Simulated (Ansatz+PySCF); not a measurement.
## singlet CuNH3(+): levels of theory in one basis

```yaml
atoms:
  - { symbol: N, position_ang: [0.0159, 0.0010, -1.3687] }
  - { symbol: H, position_ang: [0.9606, 0.0254, -1.7719] }
  - { symbol: H, position_ang: [-0.4543, 0.7736, -1.7992] }
  - { symbol: H, position_ang: [-0.4830, -0.7785, -1.7837] }
  - { symbol: Cu, position_ang: [0.0276, 0.0350, 0.5518] }
```

Basis set: def2-SVP (spherical functions). Correlated methods keep 6 orbitals frozen. Charge 1, multiplicity 1.

Computed with Ansatz (development build ahead of 0.2.0); each method stands on the lowest determinant of its kind that the runs found.

```json
{"method": "RHF", "E − E(RHF) (eV)": "0.00", "<S²> of the determinant": "0.00"}
{"method": "RHF-MP2", "E − E(RHF) (eV)": "-14.98", "<S²> of the determinant": "–"}
{"method": "RHF-CCSD(T)", "E − E(RHF) (eV)": "-14.76", "<S²> of the determinant": "–"}
```

(1) What does RHF-CCSD give on the same scale?

(2) Is a single determinant a sound starting point here?

Answers

(1) -14.28 eV.

(2) By this sign, yes. Unrestricted orbitals gain 0.00 eV and <S²> is 0.00 against 0.00 for a pure state.
